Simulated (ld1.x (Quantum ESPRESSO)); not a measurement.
## Reading a pseudo-wave (boron (B))

Columns: radius, all-electron u(r) and pseudo u(r) of the 2s shell (level -9.44 eV) of boron in the configuration [He] 2s2 2p1; PBE, non-relativistic, ultrasoft scheme, ld1.x (Quantum ESPRESSO) 7.5.

```json
{"r (bohr)": "0.178", "all-electron": "0.3058", "pseudo": "-0.1473"}
{"r (bohr)": "0.355", "all-electron": "0.1492", "pseudo": "-0.2866"}
{"r (bohr)": "0.533", "all-electron": "-0.1030", "pseudo": "-0.4134"}
{"r (bohr)": "0.710", "all-electron": "-0.3314", "pseudo": "-0.5213"}
{"r (bohr)": "0.888", "all-electron": "-0.5078", "pseudo": "-0.6085"}
{"r (bohr)": "1.065", "all-electron": "-0.6288", "pseudo": "-0.6728"}
{"r (bohr)": "1.243", "all-electron": "-0.7008", "pseudo": "-0.7147"}
{"r (bohr)": "1.420", "all-electron": "-0.7325", "pseudo": "-0.7347"}
{"r (bohr)": "1.598", "all-electron": "-0.7341", "pseudo": "-0.7341"}
{"r (bohr)": "1.775", "all-electron": "-0.7141", "pseudo": "-0.7141"}
{"r (bohr)": "1.953", "all-electron": "-0.6796", "pseudo": "-0.6796"}
{"r (bohr)": "2.130", "all-electron": "-0.6363", "pseudo": "-0.6363"}
{"r (bohr)": "2.308", "all-electron": "-0.5880", "pseudo": "-0.5880"}
{"r (bohr)": "2.485", "all-electron": "-0.5382", "pseudo": "-0.5382"}
{"r (bohr)": "2.662", "all-electron": "-0.4887", "pseudo": "-0.4887"}
{"r (bohr)": "2.840", "all-electron": "-0.4406", "pseudo": "-0.4406"}
{"r (bohr)": "3.018", "all-electron": "-0.3951", "pseudo": "-0.3951"}
{"r (bohr)": "3.195", "all-electron": "-0.3530", "pseudo": "-0.3530"}
{"r (bohr)": "3.373", "all-electron": "-0.3140", "pseudo": "-0.3140"}
{"r (bohr)": "3.550", "all-electron": "-0.2788", "pseudo": "-0.2788"}
{"r (bohr)": "3.728", "all-electron": "-0.2466", "pseudo": "-0.2466"}
{"r (bohr)": "3.905", "all-electron": "-0.2179", "pseudo": "-0.2179"}
{"r (bohr)": "4.083", "all-electron": "-0.1921", "pseudo": "-0.1921"}
{"r (bohr)": "4.260", "all-electron": "-0.1691", "pseudo": "-0.1691"}
{"r (bohr)": "4.438", "all-electron": "-0.1485", "pseudo": "-0.1485"}
{"r (bohr)": "4.615", "all-electron": "-0.1304", "pseudo": "-0.1304"}
```

Question: How many radial nodes do the two functions have?

Answer: The all-electron 2s function has n − l − 1 = 1; the pseudo-wave has 0, since the states of the same l below it are removed with the core.

Question: At about which radius was the pseudo-wave matched?

Answer: 1.65 bohr, where the columns begin to agree (steps of 0.18 bohr).

Question: Is the pseudo-wave norm-conserving?

Answer: No, it belongs to an ultrasoft set: the norm inside the radius is not constrained, and the difference is carried by the augmentation charge.
